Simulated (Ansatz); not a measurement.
def2 core potentials replace the inner electrons of Sn.

Cartesian coordinates (Å):
```xyz
11

O     -1.0761     0.4436     1.8059
Sn    -0.3897     0.1125    -0.0112
O     -1.5010    -1.2887    -0.8384
O     -0.6119     1.7662    -1.0592
C      1.7212    -0.4974     0.0495
F      1.8641    -1.6492     0.7042
F      2.4635     0.4219     0.6654
F      2.2040    -0.6602    -1.1817
H     -1.7956    -0.1653     2.0170
H     -1.9205    -0.9622    -1.6448
H     -0.9579     2.4788    -0.5066
```
Charge 0, spin multiplicity 1.

**Question.** Estimate the dipole moment, HOMO and HOMO–LUMO gap that CAM-B3LYP-D3(BJ)/def2-TZVP // PBE0-D3(BJ)/def2-SVP run with Ansatz (an electronic-structure program) returns for this input.

**Answer.** 
```json
{
  "dipole_moment": "2.04 D",
  "HOMO": "-10.33 eV",
  "HOMO–LUMO gap": "9.54 eV"
}
```
